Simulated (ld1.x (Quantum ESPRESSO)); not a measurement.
**What one change does to a pseudopotential (Si (Z = 14), TM semilocal)**

```
Element                 : Si (Z = 14)
Generator               : ld1.x (Quantum ESPRESSO) 7.5
Type                    : norm-conserving Troullier–Martins (semilocal form)
Functional              : LDA (PZ)
Relativity              : non-relativistic
Frozen core             : [Ne]
Valence charge          : 4
Reference configuration : 3s2 3p1.5 (charge +0.5)
Partial waves           : 3s (bound): rc 1.85 bohr; 3d channel at 0.15 Ry: rc 1.75 bohr; 3p (bound): rc 1.55 bohr
Local potential         : the p channel
Core correction         : none
```

Change: functional PBE.

Cutoffs: the cutoffs (Ry, on a coarse ladder) from which the occupation-weighted sum of valence levels, in a spherical-Bessel basis at the reference potential, stays within 10 and 1 mRy of its value at 400 Ry; they do not see the model core or the augmentation charge, which bear on the density cutoff. Errors are all-electron minus pseudo energies relative to the spin-unpolarised reference configuration.

Predict the effect on cutoff, ghosts and configuration errors.

The potential gets neither clearly harder nor softer (30 Ry and 45 Ry → 30 Ry and 45 Ry); the number of tests with a reliable result goes from 9 to 7; of the 7 tests that both files solve, the error grows in 0 and shrinks in 6 by more than 15 % and 0.3 meV (median size 3.4 → 1.7 meV); neither file shows a bound ghost. A semilocal file is local in each channel, so a ghost entry of none says nothing of the separable form that plane-wave codes build from it.

| quantity | base | changed |
| --- | --- | --- |
| cutoff, loose | 30 Ry | 30 Ry |
| cutoff, tight | 45 Ry | 45 Ry |
| bound ghosts | none | none |
| error for 3s2 3p2, meV [ΔE -2.97 → -2.93 eV] | +0.7 | +0.1 |
| error for 3s2 3p1, meV [ΔE 4.87 → 4.82 eV] | +1.6 | +0.1 |
| error for 3s2 3p0, meV [ΔE 21.00 → 20.83 eV] | +28 | +1.7 |
| error for 3s1 3p2, meV [ΔE 12.22 → 12.19 eV] | +12 | +7.8 |
| error for 3s0 3p4, meV [ΔE 10.69 → 10.74 eV] | +17 | +14 |
| error for 3s2 3p2.3, meV [ΔE -3.93 → -3.86 eV] | +1.4 | +0.2 |
| error for 3s1 3p3, meV [ΔE 3.78 → 3.83 eV] | +3.4 | +3.1 |
| s: phases at 2.00 bohr within 0.05 rad from the reference energy up to (Ry; the scan ends near 5) | 3.4 | 3.5 |
| p: phases at 2.00 bohr within 0.05 rad from the reference energy up to (Ry; the scan ends near 5) | 3.6 | 3.6 |
| d: phases at 2.00 bohr within 0.05 rad from the reference energy up to (Ry; the scan ends near 5) | to the end of the scan | to the end of the scan |
